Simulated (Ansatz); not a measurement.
NSi, doublet, geometry from GFN2-xTB.

Input for Ansatz (a first-principles code):
Ansatz 0.2 input:
```yaml
crystal:
  periodic: [false, false, false]
  atoms:
    - {symbol: Si, position_ang: [-0.00000000, -0.00000000, -0.52212322]}
    - {symbol: N, position_ang: [0.00000000, 0.00000000, 1.04424644]}
basis:
  gaussian:
    orbitals: def2-SVP
hamiltonian:
  xc: {name: BHLYP}
magnetization: {spin_polarized: true, initial_magnetization: 1}
```

Q: What does this run give for the <S^2>, number of basis functions, total energy?

A: 
| Item | Result |
|---|---|
| <S^2> | 0.797 |
| number of basis functions | 32 |
| total energy | -343.9408 Eh |
